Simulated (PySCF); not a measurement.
hydrogen bromide (HBr), singlet, geometry from GFN2-xTB. Base run: CAMB3LYP/def2-TZVP, polarisability run with PySCF.

Here is a job for PySCF.
```python
from pyscf import gto, scf, dft
from pyscf.prop import polarizability

mol = gto.M(
    atom='''
Br   -0.00000000   -0.00000000   -0.03893315
H     0.00000000    0.00000000    1.36266026
''',
    basis='def2-tzvp',
    verbose=4,
)

mf = dft.RKS(mol)
mf.xc = 'camb3lyp'
mf.kernel()
alpha = mf.Polarizability().polarizability()[2, 2]
print('alpha_zz =', alpha)
```

The base run was repeated with changes; each row names its change, and settings that it needs were set with it.

```
change                                        alpha_zz (bohr³)  basis functions
--------------------------------------------  ----------------  ---------------
base                                                     21.54               54
basis = 6-31G                                            16.36               29
basis = cc-pVDZ                                            [?]              [?]
functional = lda,vwn                                     21.85               54
finite field (a.u.) = 2e-4; conv_tol = 1e-11             21.54               54
functional = hf                                            [?]               54
basis = STO-3G                                            9.43               19
finite field (a.u.) = 2e-4; conv_tol = 1e-6              18.68               54
basis = aug-cc-pVTZ                                      24.97               82
finite field (a.u.) = 0.05; conv_tol = 1e-11             21.67               54
basis = aug-cc-pVDZ                                      23.49               45
functional = pbe0                                        21.56               54
```

Question: Complete the blanks.

Answer: 
- basis = cc-pVDZ, alpha_zz (bohr³): 18.00
- basis = cc-pVDZ, basis functions: 32
- functional = hf, alpha_zz (bohr³): 21.30

Finite-field rows take the second difference of the energy in a field along z; a small field with loose convergence shows SCF noise divided by the square of the field, and a large one adds hyperpolarisability.
